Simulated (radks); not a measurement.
Isoelectronic series with 2 electrons, all held in the configuration [He], which need not be the ground one along the series. Calculated with a radial shooting solver on a logarithmic mesh with Libxc functionals: Dirac Kohn-Sham, PBE, spin-unpolarised, spherical densities, finite nucleus; Fermi nuclear charge, rms radius of each element as measured or else 0.836 A^(1/3) + 0.57 fm. Total energies (hartree) and mean radii <r> (bohr):

| ion | E (hartree) | 1s1/2 |
|---|---|---|
| He | -2.89307 | 0.9458 |
| Li+ | -7.25756 | 0.5789 |
| Be2+ | -13.62232 | 0.4174 |
| B3+ | -21.98899 | 0.3264 |
| C4+ | -32.35915 | 0.2680 |
| N5+ | -44.73458 | 0.2273 |
| O6+ | -59.11735 | 0.1973 |
| F7+ | -75.50982 | 0.1743 |
| Ne8+ | -93.91468 | 0.1561 |
| Mg10+ | -136.77395 | 0.1290 |
| Al11+ | -161.23537 | 0.1187 |
| Si12+ | -187.72319 | 0.1100 |
| P13+ | -216.24178 | 0.1024 |
| S14+ | -246.79582 | 0.09576 |
| Cl15+ | -279.39034 | 0.08994 |
| Ar16+ | -314.03075 | 0.08477 |
| K17+ | -350.72281 | 0.08016 |
